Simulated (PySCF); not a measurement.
H6OSi2Zn, SMILES [SiH3][O][Zn][SiH3]. Heavy atoms are numbered as in [Zn:1]([SiH3:2])[O:6][SiH3:7]. Hydrogens are named by the atom that carries them.

The structure is a stationary point at PBE0-D3(BJ)/def2-SVP. The structure was generated by enumeration; whether it is a known compound was not checked. The values are those of a single conformer.

Calculation: PBE0/pcSseg-1 (PySCF).

GIAO shieldings, no solvent; atoms alike by connectivity are averaged. δ = σ(ref) − σ: ²⁹Si against TMS (σ = 352.7 ppm); ¹H against TMS (σ = 31.56 ppm); ¹⁷O against H2O (σ = 334.2 ppm), references at their B3LYP-D3(BJ)/def2-TZVP geometries, non-relativistic.

| nucleus | atoms | count | δ (ppm) |
|---|---|---|---|
| ²⁹Si | Si7 (SiH3) | 1 | -42.2 |
| ²⁹Si | Si2 (SiH3) | 1 | -133.7 |
| ¹H | H on Si7 | 3 | 5.46 |
| ¹H | H on Si2 | 3 | 3.52 |
| ¹⁷O | O6 | 1 | 31.4 |
